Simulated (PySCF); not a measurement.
**Vibration and rotation of CaN⁺**

PBE0 constants of CaN⁺, ³Σ⁻ (triplet), unpaired electrons π ↑↑ (Ca x2c-SVPall, N x2c-SVPall; spin-free X2C with a Gaussian nucleus (PySCF 2.14); masses 39.9626 and 14.0031 u):

```
ωe            : 529.4 cm⁻¹
ωexe          : 3.99 cm⁻¹
Be            : 0.35297 cm⁻¹
αe            : 0.00313 cm⁻¹
De to Ca⁺ + N : 1.54 eV
```

(1) What force constant and bond length do these constants imply?

(2) Estimate the centrifugal constant D from the Kratzer relation and find the Dunham coefficient a1.

For an ion De counts to the pair picked by the measured ionisation energies or electron affinities, which need not be the lowest pair at this level. The state was picked by a PBE0 search and need not be the measured ground state.

Results:

(1) Reduced mass μred = 10.370 u; k = 5.8918×10⁻⁷·μred·ωe² (u, cm⁻¹, mdyn/Å) = 1.71 mdyn/Å; Re = √(16.8576/(μred·Be)) (u, cm⁻¹, Å) = 2.146 Å.

(2) D = 4Be³/ωe² = 6.28e-07 cm⁻¹; a1 = −1 − αeωe/(6Be²) = -3.22.
